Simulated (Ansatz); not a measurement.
C2H3NO, SMILES `[H]/N=C1/CO1` (charge 0, multiplicity 1).

Calculation: r2SCAN/cc-pVTZ // B3LYP-D3(BJ)/def2-TZVP in Ansatz (a program for electronic structure).

Ansatz 0.2 input:
```yaml
crystal:
  periodic: [false, false, false]
  atoms:
    - { symbol: N, position_ang: [1.606689, 0.134974, 0.372276] }
    - { symbol: C, position_ang: [0.420282, -0.06734, 0.051432] }
    - { symbol: C, position_ang: [-0.950646, 0.336742, -0.033875] }
    - { symbol: O, position_ang: [-0.392259, -0.979634, -0.514572] }
    - { symbol: H, position_ang: [2.205343, -0.655913, 0.134761] }
    - { symbol: H, position_ang: [-1.283657, 0.986744, -0.834209] }
    - { symbol: H, position_ang: [-1.605754, 0.244429, 0.824188] }
basis:
  gaussian: { orbitals: cc-pVTZ }
hamiltonian:
  xc: r2scan
```

Output:

```
Functional definition: r2SCAN
850 factors; their error is unknown
mean field evaluation 1: about -5650.6290 eV, gradient 5.8e1 eV
mean field evaluation 2: about -5643.1733 eV, gradient 7.8e1 eV
mean field evaluation 4: about -5656.9384 eV, gradient 6.2e0 eV
mean field evaluation 8: about -5657.0108 eV, gradient 1.8e-1 eV
mean field evaluation 16: about -5656.9877 eV, gradient 1.1e-4 eV
mean field -5656.98769005 eV, -207.8904631653 hartree, gradient 1.4e-5 eV, S^2 0.000000; 0 other end points of the search recorded, 0 dependent functions left out
reference -5656.98769826 eV, -207.8904634671 hartree; 15, 15 occupied and 147, 147 virtual orbitals, 850 factors
Total energy: -5656.98769826 eV, -207.8904634671 hartree
```
